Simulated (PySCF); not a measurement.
# Electron correlation in O⁺ (oxygen, charge +1)

[He] 2s1 2p4, high-spin 4P determinant (an excited configuration). All numbers are calculated (PySCF 2.14, the non-relativistic Hamiltonian (point nucleus), in def2-QZVPPD). Frozen: nothing; 7 electrons correlated.

```json
{"level": "CCSD", "correlation energy (mhartree)": "-145.90"}
{"level": "(T)", "correlation energy (mhartree)": "-2.60"}
{"level": "CCSD(T)", "correlation energy (mhartree)": "-148.50"}
```

Diagnostics: T1 = 0.0059, D1 = 0.0167, largest double amplitude 0.059.

Cost of the coupled-cluster step: about 7 core-seconds, for 7 correlated electrons.

This basis was not built for core-valence correlation, so the inner-shell part is incomplete.
